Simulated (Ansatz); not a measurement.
## Reading a saddle point

A first-order saddle point of SiNH₅OF₂, singlet, PBE0-D4/def2-TZVP, with one imaginary mode of 1143i cm⁻¹:

```
atom    x (Å)    y (Å)    z (Å)
 Si1  -0.7293  -0.2598  -0.2349
  N2   1.1158  -0.3065  -0.2416
  F3  -0.9221  -1.7264  -0.9181
  F4  -1.3670  -0.6468   1.1871
  H5  -1.4623   0.5179  -1.2442
  H6   0.8896   0.7765   0.3865
  O7  -0.1401   1.4161   0.5511
  H8   1.5420  -0.2293  -1.1578
  H9   1.5034  -1.1210   0.2198
 H10  -0.4300   1.5792   1.4521
```

Ansatz 0.2.0; basis: def2-TZVPP and def2-QZVPP; cores frozen in the correlated methods. Extrapolation: Hartree–Fock as exp(−7.88 √X), correlation as X^−2.97.

Question: Which contacts change along the imaginary mode, and what lies on either side? (Judge from chemistry; the calculation decides.)

Answer: By the calculation: The step is SiNH₃F₂ ([NH2][SiH]([F])[F]) + H₂O → SiH₂OF₂ ([OH][SiH]([F])[F]) + NH₃ (still joined by a long Si–N bond), with the molecules in contact on both sides. Shortening one way: Si1–O7, N2–H6; lengthening the same way: Si1–N2, H6–O7.
| pair | one side (Å) | saddle (Å) | other side (Å) |
| --- | --- | --- | --- |
| Si1–O7 | 3.43 | 1.94 | 1.65 |
| N2–H6 | 2.13 | 1.27 | 1.01 |
| Si1–N2 | 1.70 | 1.85 | 2.13 |
| H6–O7 | 0.97 | 1.22 | 2.64 |

Question: Which side is lower, and how far does the saddle lie above each? (To be estimated.)

Answer: By the calculation: The side with Si1–O7, N2–H6 short is lower by 14.50 kcal/mol; the saddle lies 35.44 kcal/mol above it and 20.94 kcal/mol above the other (CCSD(T) at an estimated basis limit (MP2 extrapolated from triple and quadruple zeta, plus CCSD(T) − MP2 in triple zeta); electronic energies).

The T1 diagnostic stays at or below 0.012.

The step is the kind of ligand exchange by which a precursor binds to a hydroxyl group, or is hydrolysed, in atomic layer deposition of oxides.

Labels in which every atom is bracketed show which atoms are joined, not bond orders.

For scale, one of the runs: CCSD(T)/def2-TZVPP, 236 basis functions, launched by `ansatz run in.yaml --threads 4 --pin off --events-out ev --progress --plain --max-ram 9574MiB`. Time: 2.7 min of wall clock on 4 CPU threads of an Arm Neoverse V1; the host was shared. Peak host memory: 4.7 GiB.
